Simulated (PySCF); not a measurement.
Harmonic spectrum computed at PBE0 in the def2-TZVP basis family (core potentials from Rb on, PySCF, no spin–orbit coupling):

```csv
ω (cm⁻¹),IR (km/mol)
201,20.3
750,20.1
802,70.1
```

Problem. Which molecule gave it? In each, all ligands are bound to the one heavy central atom.
A. AsF₂⁺ (singlet)
B. InF₂⁺ (singlet)
C. GeF₂⁺ (doublet)
D. GaF₂⁺ (singlet)
E. SnF₂⁺ (doublet)

Solution. C. It has C2v symmetry with Ge–F 1.677 Å (×2).
